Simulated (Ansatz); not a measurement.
```yaml
crystal:
  periodic: [false, false, false]
  atoms:
    - {symbol: C, position_ang: [-0.812128, 1.274069, -2.749853]}
    - {symbol: C, position_ang: [-1.066992, 1.183266, -1.405428]}
    - {symbol: C, position_ang: [-1.668488, 0.276520, -0.486452]}
    - {symbol: Ge, position_ang: [-0.303036, -0.265619, 0.733041]}
    - {symbol: F, position_ang: [-0.987381, -1.756110, 1.411121]}
    - {symbol: O, position_ang: [-0.274147, 1.147893, 1.846335]}
    - {symbol: C, position_ang: [0.931859, 0.711187, 3.147237]}
    - {symbol: O, position_ang: [1.040643, -1.037424, 0.133768]}
    - {symbol: C, position_ang: [1.304572, -2.045432, -0.685553]}
    - {symbol: H, position_ang: [-0.197181, 2.004445, -3.180555]}
    - {symbol: H, position_ang: [-0.799931, 0.290443, -3.227770]}
    - {symbol: H, position_ang: [-0.983795, 2.271623, -0.912568]}
    - {symbol: H, position_ang: [-2.489666, 0.665666, -0.144812]}
    - {symbol: H, position_ang: [-1.742516, -0.795763, -1.183901]}
    - {symbol: H, position_ang: [0.787286, 1.851240, 3.371903]}
    - {symbol: H, position_ang: [0.517485, 0.132602, 3.689729]}
    - {symbol: H, position_ang: [1.975533, 0.679510, 2.231845]}
    - {symbol: H, position_ang: [0.959941, -2.754815, 0.003538]}
    - {symbol: H, position_ang: [2.601818, -2.175361, -0.683265]}
    - {symbol: H, position_ang: [1.004115, -2.066054, -1.569958]}
basis:
  gaussian: {orbitals: cc-pVDZ, fitting: {mean_field: cc-pVTZ-jkfit}}
total_charge: 1
magnetization: {spin_polarized: true, initial_magnetization: 1}
hamiltonian: {xc: {name: rPW86-PBE}, dispersion: rvv10}
accuracy: high
relax: {f_tol: 0.001, max_steps: 3}
```

```sh
$ ansatz run in.yaml --threads 5 --pin off --events-out ev --progress --plain --max-ram 66560MiB --backend cuda --devices 0, --max-vram 37GiB
```

**Question.** How does Ansatz answer? (Best estimate.)

**Answer.** The calculation gave: The run did not converge.
```
Functional definition: rPW86-PBE+rVV10
1169 factors; integrals over basis functions are off by at most 1.6e-1 eV
mean field evaluation 1: about -68684.1899 eV, gradient 8.4e1 eV
mean field evaluation 2: about -68551.5454 eV, gradient 1.7e2 eV
mean field evaluation 4: about -68713.0407 eV, gradient 1.4e1 eV
mean field evaluation 8: about -68713.0407 eV, gradient 1.4e1 eV
mean field evaluation 16: about -68714.3212 eV, gradient 1.5e-3 eV
mean field -68714.32116259 eV, -2525.2047264856 hartree, gradient 1.8e-8 eV, S^2 0.754530; 6 other end points of the search recorded, 0 dependent functions left out
reference -68714.32118019 eV, -2525.2047271324 hartree; 49, 48 occupied and 145, 146 virtual orbitals, 1169 factors
relax step   1: F+E_penalty+E_count = -68714.32116259 eV  Δ(F+E_penalty+E_count) = +0.000e0 eV  max|allowed force component| = 1.308e1 eV/Å  Δτ_max = 0.0000 Å  (292 SCF iters, accepted)
1169 factors; integrals over basis functions are off by at most 1.6e-1 eV
mean field -68720.44413599 eV, -2525.4297416077 hartree, gradient 1.9e-8 eV, S^2 0.754452; 0 other end points of the search recorded, 0 dependent functions left out
reference -68720.44415385 eV, -2525.4297422640 hartree; 49, 48 occupied and 145, 146 virtual orbitals, 1169 factors
relax step   2: F+E_penalty+E_count = -68720.44413599 eV  Δ(F+E_penalty+E_count) = -6.123e0 eV  max|allowed force component| = 3.360e0 eV/Å  Δτ_max = 0.1912 Å  (74 SCF iters, accepted)
1169 factors; integrals over basis functions are off by at most 1.6e-1 eV
mean field evaluation 96: about -68721.7209 eV, gradient 1.7e-8 eV
mean field -68721.72086728 eV, -2525.4766606171 hartree, gradient 1.8e-8 eV, S^2 0.755260; 0 other end points of the search recorded, 0 dependent functions left out
reference -68721.72088517 eV, -2525.4766612745 hartree; 49, 48 occupied and 145, 146 virtual orbitals, 1169 factors
relax step   3: F+E_penalty+E_count = -68721.72086728 eV  Δ(F+E_penalty+E_count) = -1.277e0 eV  max|allowed force component| = 1.941e0 eV/Å  Δτ_max = 0.1929 Å  (67 SCF iters, accepted)
Error: geometry relaxation did not converge after 3 steps: max|allowed force component| = 1.94e0 eV/Å (threshold 1.0e-3). Raise `relax.max_steps` over both its present limit and 3, loosen `relax.f_tol`, or start from a geometry closer to equilibrium. Where this run's directory can be resumed (`checkpoint.write`), a resume goes on for up to `relax.max_steps` more
```
